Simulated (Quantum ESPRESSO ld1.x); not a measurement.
The numbers below are computed, except where a source is named.
Problem. The hafnium ion Hf56+, 16 electrons, occupied as [Ne] 3s2 3p4. Level of theory: scalar-relativistic Kohn-Sham, LDA (Slater exchange, VWN5 correlation), spin-unpolarised, spherical densities, point nucleus (ld1.x of Quantum ESPRESSO 7.5). Some entries of the table are withheld. Estimate them.

orbital  occ.  eigenvalue (eV)  <r> (bohr)
1s          2         -69455.9         (1)
2s          2              (2)     0.07959
2p          6         -13901.1     0.07084
3s          2              (3)      0.1931
3p          4         -5632.94         (4)

Solution. 
(1) 1s <r> (bohr): 0.01899
(2) 2s eigenvalue (eV): -15229.0
(3) 3s eigenvalue (eV): -6028.06
(4) 3p <r> (bohr): 0.1894
